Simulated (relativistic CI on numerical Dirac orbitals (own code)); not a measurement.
# What each ingredient does to the levels of Cs⁴³⁺

Base calculation: Dirac-Coulomb-Breit CI, KLI orbitals optimised for each configuration, model QED, unscaled Slater integrals.

CI space (outside the closed core [Ne]): 3s², 3s3p, 3p², 3s3d, 3d², 3p3d, 3p4s, 3d4s, 3s4s, 3s4p, 3s4d, 3s4f, 3s5s, 3s5p, 3s5d, 3s5f. Levels of other configurations are missing.

Variants: (1) non-relativistic limit. Shifts of the energy above 3s² ¹S0, in eV, for the lowest level and the first level of each name with at least 55 % of one term (blank where a level changes its place among those of its configuration and J or its character, or is not in the variant):

```
    Level     Base      Δ(1)
  3s² ¹S0    0.000     0.000
3s3p ³P°0   88.779    -8.353
3s3p ³P°1   98.061   -17.635
3s3p ³P°2  180.732  -100.306
3s3p ¹P°1  208.046   -93.546
  3p² ³P0  214.108   -28.458
  3p² ¹D2  295.877  -111.109
  3p² ³P1  296.851  -111.202
 3s3d ³D1  329.201  -104.118
 3s3d ³D2  334.202  -109.119
 3s3d ³D3  349.641  -124.558
 3s3d ¹D2  359.757  -110.048
  3p² ¹S0  408.461  -193.833
3p3d ³F°2  425.227  -114.219
```

At this charge energies of transitions that change n are usually good to better than 1 %, and those within a shell (Δn = 0) to a few per cent.

Ionisation energy from the two ground configurations alone: base 3392.36 eV. The NIST ASD value (theoretical) is 3392 eV.

LS names give the leading component of a level, which can be under half, so a name can repeat, a term be missing and a line seem to break the LS rules.
